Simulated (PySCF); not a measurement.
CH10FNSi3, SMILES N[C@@H]([Si@H]([SiH3])F)[SiH3]. Atoms are numbered in the order given.

```xyz
16

N      0.3717    -1.8383     0.1551
C      0.8434    -0.5028    -0.2890
Si     2.6317    -0.0816     0.1834
Si    -0.5527     0.5842     0.3722
F     -0.3426     2.1455    -0.0861
Si    -2.5499    -0.3177    -0.4671
H      0.6362    -2.0247     1.1225
H      0.7545    -2.5937    -0.4121
H      0.7566    -0.4545    -1.3889
H      3.0155     1.2890    -0.2624
H      2.7583    -0.1727     1.6691
H      3.5643    -1.0815    -0.4216
H     -0.5090     0.5665     1.8654
H     -2.2813    -0.9268    -1.8039
H     -3.0936    -1.3591     0.4512
H     -3.5886     0.7437    -0.6355
```
Charge 0, spin multiplicity 1.

Geometry: B3LYP-D3(BJ)/def2-SVP. The structure was generated by enumeration; whether it is a known compound was not checked. Other conformers were not sampled.

Method: PBE0/pcSseg-1 (PySCF).

GIAO shieldings, no solvent; atoms listed in one row are averaged. δ = σ(ref) − σ: ¹⁵N against NH3 (σ = 267.4 ppm); ¹³C against TMS (σ = 186.3 ppm); ²⁹Si against TMS (σ = 352.7 ppm); ¹⁹F against CFCl3 (σ = 167.2 ppm); ¹H against TMS (σ = 31.56 ppm), references at their B3LYP-D3(BJ)/def2-TZVP geometries, non-relativistic.

```json
[
 {"nucleus": "¹⁵N", "atoms": "N1", "count": "1", "δ (ppm)": "21.5"},
 {"nucleus": "¹³C", "atoms": "C2", "count": "1", "δ (ppm)": "25.6"},
 {"nucleus": "²⁹Si", "atoms": "Si4", "count": "1", "δ (ppm)": "13.3"},
 {"nucleus": "²⁹Si", "atoms": "Si3", "count": "1", "δ (ppm)": "-61.8"},
 {"nucleus": "²⁹Si", "atoms": "Si6", "count": "1", "δ (ppm)": "-99.5"},
 {"nucleus": "¹⁹F", "atoms": "F5", "count": "1", "δ (ppm)": "-204.6"},
 {"nucleus": "¹H", "atoms": "H13", "count": "1", "δ (ppm)": "5.35"},
 {"nucleus": "¹H", "atoms": "H10, H11, H12", "count": "3", "δ (ppm)": "4.27"},
 {"nucleus": "¹H", "atoms": "H14, H15, H16", "count": "3", "δ (ppm)": "3.86"},
 {"nucleus": "¹H", "atoms": "H9", "count": "1", "δ (ppm)": "2.35"},
 {"nucleus": "¹H", "atoms": "H8", "count": "1", "δ (ppm)": "0.83"},
 {"nucleus": "¹H", "atoms": "H7", "count": "1", "δ (ppm)": "-0.19"}
]
```
